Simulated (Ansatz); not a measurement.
Ansatz (an electronic-structure program) input file for F₄Ti, SMILES [F][Ti]([F])([F])[F] (connectivity only; charge and spin as stated), charge -1, multiplicity 2, PBE-D3(BJ)/def2-SVPD. 

Ansatz 0.2 input:
```yaml
crystal:
  periodic: [false, false, false]
  atoms:
    - {symbol: Ti, position_ang: [0.00000000, 0.00000000, 0.00000000]}
    - {symbol: F, position_ang: [1.16368281, 1.16368282, -0.87948115]}
    - {symbol: F, position_ang: [1.16368281, -1.16368282, 0.87948115]}
    - {symbol: F, position_ang: [-1.16368281, -1.16368280, -0.87948116]}
    - {symbol: F, position_ang: [-1.16368281, 1.16368280, 0.87948116]}
basis:
  gaussian:
    orbitals: def2-SVPD
hamiltonian:
  xc: pbe
  dispersion: d3bj
total_charge: -1
magnetization: {spin_polarized: true, initial_magnetization: 1}
relax: {f_tol: 0.002, max_steps: 200}
```

Output:

```
WARN ansatz: RAYON_NUM_THREADS=1 ignored (pool sized by the plan → 1); use --threads N
Functional definition: PBE
integrals: 0.06 GiB planned
1116 factors; their error is unknown
mean field: 0.50 GiB planned
mean field evaluation 1: about -33965.4473 eV, gradient 1.4e1 eV
mean field evaluation 2: about -33955.7414 eV, gradient 5.7e1 eV
mean field evaluation 4: about -33966.0856 eV, gradient 3.6e0 eV
mean field evaluation 8: about -33966.1514 eV, gradient 8.8e-2 eV
mean field evaluation 16: about -33966.1169 eV, gradient 3.5e-5 eV
mean field evaluation 32: about -33966.1169 eV, gradient 2.0e-4 eV
mean field evaluation 64: about -33965.2228 eV, gradient 5.6e-1 eV
mean field -33966.11691380 eV, -1248.2317735214 hartree, gradient 1.1e-5 eV, S^2 0.751686; 11 other end points of the search recorded, 0 dependent functions left out
the calculation of the forces begins
reference -33966.11698834 eV, -1248.2317762606 hartree; 30, 29 occupied and 96, 97 virtual orbitals, 1116 factors
relax step   1: F+E_penalty+E_count = -33966.18039788 eV  Δ(F+E_penalty+E_count) = +0.000e0 eV  max|allowed force component| = 8.400e-2 eV/Å  Δτ_max = 0.0000 Å  (263 SCF iters, accepted)
these checks for a lower state are left out or cut short: starts, cluster_reference, orbital_swaps, neighbouring_geometries, increment
integrals: 0.06 GiB planned
1116 factors; their error is unknown
mean field: 0.49 GiB planned
mean field evaluation 96: about -33966.1255 eV, gradient 6.9e-5 eV
mean field -33966.12547260 eV, -1248.2320880515 hartree, gradient 2.3e-5 eV, S^2 0.751698; 0 other end points of the search recorded, 0 dependent functions left out
the calculation of the forces begins
reference -33966.12554715 eV, -1248.2320907910 hartree; 30, 29 occupied and 96, 97 virtual orbitals, 1116 factors
relax step   2: F+E_penalty+E_count = -33966.18897263 eV  Δ(F+E_penalty+E_count) = -8.575e-3 eV  max|allowed force component| = 6.637e-2 eV/Å  Δτ_max = 0.0303 Å  (34 SCF iters, accepted)
these checks for a lower state are left out or cut short: starts, cluster_reference, orbital_swaps, neighbouring_geometries, increment
integrals: 0.06 GiB planned
1116 factors; their error is unknown
mean field: 0.49 GiB planned
mean field -33966.13144329 eV, -1248.2323074702 hartree, gradient 1.4e-5 eV, S^2 0.751709; 0 other end points of the search recorded, 0 dependent functions left out
the calculation of the forces begins
reference -33966.13151804 eV, -1248.2323102170 hartree; 30, 29 occupied and 96, 97 virtual orbitals, 1116 factors
relax step   3: F+E_penalty+E_count = -33966.19504990 eV  Δ(F+E_penalty+E_count) = -6.077e-3 eV  max|allowed force component| = 4.849e-3 eV/Å  Δτ_max = 0.0562 Å  (32 SCF iters, accepted)
these checks for a lower state are left out or cut short: starts, cluster_reference, orbital_swaps, neighbouring_geometries, increment
integrals: 0.06 GiB planned
1116 factors; their error is unknown
mean field: 0.49 GiB planned
mean field -33966.13146278 eV, -1248.2323081863 hartree, gradient 7.9e-6 eV, S^2 0.751706; 0 other end points of the search recorded, 0 dependent functions left out
the calculation of the forces begins
reference -33966.13153760 eV, -1248.2323109361 hartree; 30, 29 occupied and 96, 97 virtual orbitals, 1116 factors
relax step   4: F+E_penalty+E_count = -33966.19507404 eV  Δ(F+E_penalty+E_count) = -2.414e-5 eV  max|allowed force component| = 1.248e-3 eV/Å  Δτ_max = 0.0032 Å  (27 SCF iters, accepted)
integrals: 0.06 GiB planned
1116 factors; their error is unknown
mean field: 0.49 GiB planned
mean field evaluation 128: about -33966.1315 eV, gradient 2.7e-2 eV
mean field evaluation 160: about -33965.1716 eV, gradient 1.2e-1 eV
mean field evaluation 192: about -33965.3838 eV, gradient 6.9e0 eV
mean field -33966.13146278 eV, -1248.2323081863 hartree, gradient 7.9e-6 eV, S^2 0.751706; 13 other end points of the search recorded, 0 dependent functions left out
the calculation of the forces begins
reference -33966.13153760 eV, -1248.2323109361 hartree; 30, 29 occupied and 96, 97 virtual orbitals, 1116 factors
Total energy: -33966.19514887 eV, -1248.2346486070 hartree
Atom 0 at    -0.000000     0.000000     0.000000 Å, force    -0.000000     0.000000    -0.000001 eV/Å
Atom 1 at     1.187669     1.187669    -0.803431 Å, force     0.001248     0.001248    -0.000706 eV/Å
Atom 2 at     1.187670    -1.187670     0.803431 Å, force     0.001248    -0.001248     0.000706 eV/Å
Atom 3 at    -1.187669    -1.187669    -0.803431 Å, force    -0.001248    -0.001248    -0.000706 eV/Å
Atom 4 at    -1.187670     1.187670     0.803431 Å, force    -0.001248     0.001248     0.000706 eV/Å
Dipole moment:    -0.000000     0.000000     0.000000 e Å
```

The run converged.
